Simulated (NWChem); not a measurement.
Species: CH₆OSi; SMILES OC[SiH3]

```xyz
9

O      0.3950     1.6667    -0.0430
C     -0.6301     0.6767     0.0055
Si     0.0990    -1.0928    -0.0238
H      0.9333     1.5631     0.7634
H     -1.2618     0.8236    -0.8966
H     -1.3182     0.8027     0.8790
H      1.0483    -1.2191     1.1415
H      0.8790    -1.3156    -1.2890
H     -0.9686    -2.1495     0.1046
```
Atoms are numbered in this order, from 1.

Level: PBE-D3(BJ)/def2-SVP (NWChem), optimised geometry, unscaled harmonic frequencies. 

```tsv
frequency (cm⁻¹)	IR intensity (km/mol)
184	3.1
219	5.0
329	136.5
488	10.6
551	15.1
716	14.9
824	47.4
885	179.0
906	27.6
913	31.4
1035	91.7
1125	26.6
1240	4.3
1336	33.3
1402	4.1
2145	67.3
2155	126.3
2180	92.4
2901	45.6
3017	9.9
3698	23.5
```

```yaml
zero_point_energy: 40.4 kcal/mol
thermal correction to the enthalpy at 298.15 K (with zero-point energy): 44.2 kcal/mol
heat capacity Cv: 17.6 cal/(mol K)
entropy at 298.15 K and 1 atm (symmetry number 1): 69.9 cal/(mol K)
dipole_moment: 1.16 D
```

Rigid rotor and harmonic oscillator.
